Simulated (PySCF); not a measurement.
ClH5O2Si2, SMILES O[SiH](O)[SiH2]Cl.

The structure is a stationary point at PBE0-D3(BJ)/def2-SVP. This is a generated structure with no PubChem entry under its InChIKey; it may be hypothetical. One conformer was computed; it need not be the lowest.

Two levels are set side by side: TDDFT-PBE/def2-SVPD (PySCF) and TDDFT-PBE0/def2-SVPD (PySCF). Vertical, same geometry. The lowest singlet is HOMO→LUMO 98 % with PBE and HOMO→LUMO 98 % with the other functional; states are paired by order. Differences are taken from unrounded values.

```tsv
quantity	TDDFT-PBE0	TDDFT-PBE	TDDFT-PBE minus TDDFT-PBE0
lowest singlet excitation (eV)	5.89	5.37	-0.52
lowest triplet excitation (TDA) (eV)	5.18	4.81	-0.37
```

A lower first singlet is the usual sign of a functional without exact exchange. Differences between two approximate levels are no errors against the true value.

Rough cost on one machine, each run with all the roots and properties that it gave: TDDFT-PBE0 against TDDFT-PBE about 4 times.
